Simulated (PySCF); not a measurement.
## The first ionisation energy along group 11

All values are computed (PySCF 2.14, energy differences of UHF-based or UKS calculations, no spin-orbit coupling). Values in eV. The last column holds reference values (NIST; (s) semi-empirical, (t) theoretical, else measured). Unmarked ones compare directly (S terms, centres of terms, or small fine structure); those marked * lie between the lowest fine-structure levels and include a spin-orbit shift.

```csv
element,configurations,MP2 (valence),CCSD (valence),CCSD(T) (valence),LDA,PBE0,PW91,reference
"Cu (aug-cc-pVTZ-PP with ECP10MDF, ECP)",[Ar] 3d10 4s1 → [Ar] 3d10,7.642,7.494,7.653,8.632,7.941,8.413,7.726
"Ag (aug-cc-pVTZ-PP with ECP28MDF, ECP)",[Kr] 4d10 5s1 → [Kr] 4d10,7.486,7.342,7.450,8.369,7.705,8.116,7.576
"Au (aug-cc-pVTZ-PP with ECP60MDF, ECP)",[Xe] 4f14 5d10 6s1 → [Xe] 4f14 5d10,9.179,8.919,9.041,9.897,9.217,9.613,9.226
```

**Question.** Which of these methods has the smallest mean absolute error against the measured values here?

**Answer.** MP2 (valence), with 0.074 eV.

```tsv
method	elements	mean error (eV)	mean absolute error (eV)	largest error (eV)
MP2 (valence)	3	-0.074	0.074	-0.091
CCSD (valence)	3	-0.257	0.257	-0.306
CCSD(T) (valence)	3	-0.128	0.128	-0.185
LDA	3	0.790	0.790	0.906
PBE0	3	0.111	0.117	0.214
PW91	3	0.538	0.538	0.686
```

Errors include the incompleteness of the basis and the frozen core.

"Valence" correlates the outer s and p shells and, in groups 3 to 12 and the f block, the outer d or f shell, open or full, or the next shell where the ion has no valence electron left; the wider scheme adds the next inner shell.
